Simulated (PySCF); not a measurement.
# How methods differ on the fine-structure interval of Re⁴⁰⁺

Re⁴⁰⁺ [Ar] 3d10 4s2 4p5 [4p1/2^2 4p3/2^3, M_J = 3/2] → Re⁴⁰⁺ [Ar] 3d10 4s2 4p5 [4p1/2^1 4p3/2^4, M_J = 1/2], as a difference of total energies. Computed with PySCF 2.14 in an even-tempered Gaussian basis (16 s from 4.8 bohr⁻², ratio 2.8; 14 p from 6.2 bohr⁻², ratio 2.8; 8 d from 11 bohr⁻², ratio 2.8; 4 f from 30 bohr⁻², ratio 3), with the two-component X2C-1e Hamiltonian. Correlated levels: [Ne] frozen; the 78 highest virtual spinors dropped. "Screened" scales the spin-orbit matrix elements by Boettger's factors to mimic the two-electron term; Breit and QED terms are absent.

```json
{"method": "GHF (screened spin-orbit)", "fine-structure interval (cm⁻¹)": "820680"}
{"method": "GMP2 (screened spin-orbit)", "fine-structure interval (cm⁻¹)": "820390"}
{"method": "GHF (bare spin-orbit)", "fine-structure interval (cm⁻¹)": "845780"}
```
